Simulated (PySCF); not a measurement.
**Radial density of C²⁺ (carbon, charge +2)**

UHF, [He] 2s2, closed-shell 1S. All numbers are calculated (PySCF 2.14, the non-relativistic Hamiltonian (point nucleus), in aug-cc-pV5Z (7s6p5d4f3g2h, 127 functions)).

```tsv
r (bohr)	4πr²ρ (e/bohr)
0.00412	0.02634
0.00693	0.07209
0.0117	0.1927
0.0196	0.4958
0.0330	1.196
0.0555	2.588
0.0933	4.681
0.157	6.276
0.264	5.112
0.444	1.952
0.747	1.173
1.26	1.552
2.11	0.4636
3.55	0.01432
5.98	1.817e-05
```
